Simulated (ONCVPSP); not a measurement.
# phosphorus (P): one change to an ONCV potential, before and after

ONCVPSP 4.0.1 input, shortened (lines: element, Z, core and valence counts, functional; n l f; lmax; l rc ep ncon nbas qcut; lloc lpopt rc5 dvloc0; l nproj debl; icmod fcfact rcfact), PBEsol, scalar-relativistic:

```
  P 15.00    1    4  -116133      upf
    1    0    2.00
    2    0    2.00
    2    1    6.00
    3    0    2.00
    3    1    3.00
    1
    0    1.05    0.00    5    9    9.40
    1    0.75    0.00    5    8   20.70
    4    5    0.70    0.00
    0    2    0.80
    1    3    2.70
    3    2.00    1.65
```

Change: all radii but the core radius scaled by about 0.91 (s 0.96, p 0.68 bohr); local potential polynomial inside 0.64 bohr (lpopt 5, dvloc0 0 Ha).

Cutoffs: the cutoffs (Ha) at which the residual kinetic energy of the hardest occupied pseudo-wave falls to 1 and 0.1 mHa per electron; they do not see the model core or the augmentation charge, which bear on the density cutoff. Errors are all-electron minus pseudo energies relative to the spin-unpolarised reference configuration.

Task: Predict the effect on cutoff, ghosts and configuration errors.

Result: The potential gets harder (166 Ha and 188 Ha → 182 Ha and 206 Ha); the errors of the 4 common tests hardly move; neither file shows a bound ghost. A smaller radius makes the pseudo-wave follow the all-electron one further in, where it bends more sharply, so more plane waves are needed.

| quantity | base | changed |
| --- | --- | --- |
| cutoff, loose | 166 Ha | 182 Ha |
| cutoff, tight | 188 Ha | 206 Ha |
| loose cutoff by channel | s 36 Ha, p 166 Ha | s 36 Ha, p 182 Ha |
| bound ghosts | none | none |
| GHOST(+) flags under 300 eV | none | none |
| error for 2s2 2p6 3s2 3p2, meV [ΔE 9.70 eV] | +0.5 | +0.5 |
| error for 2s2 2p6 3s2 3p1, meV [ΔE 28.81 eV] | +2.1 | +2.0 |
| error for 2s2 2p6 3s2 3p0, meV [ΔE 58.52 eV] | +6.9 | +6.2 |
| error for 2s2 2p6 3s1 3p0, meV [ΔE 110.43 eV] | +2.1 | +1.8 |
| rms error of d²Exc/dni dnj with the model core, mHa | 1.86 | 1.89 |
